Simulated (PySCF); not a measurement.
B(OH)(OMe)(SiH3) (CH7BO2Si), SMILES COB(O)[SiH3].

Geometry optimised at B3LYP-D3(BJ)/def2-SVP. The structure was generated by enumeration, and PubChem lists no compound with its InChIKey, so it may never have been made. The values are those of a single conformer.

Level of theory: PBE/def2-TZVP run with PySCF.

Symmetry labels are those of the subgroup Cs that the program uses (full group Cs).

Computed valence orbital energies around the gap with their symmetry:
```
orbital  symmetry  energy (eV)
-------  --------  -----------
HOMO−7         A'       -11.01
HOMO−6         A'       -10.03
HOMO−5         A"        -9.07
HOMO−4         A'        -8.33
HOMO−3         A'        -8.28
HOMO−2         A"        -8.28
HOMO−1         A"        -7.16
HOMO           A'        -6.60
LUMO           A"        -1.18
LUMO+1         A'        -0.19
LUMO+2         A'        -0.03
LUMO+3         A'         0.67
```
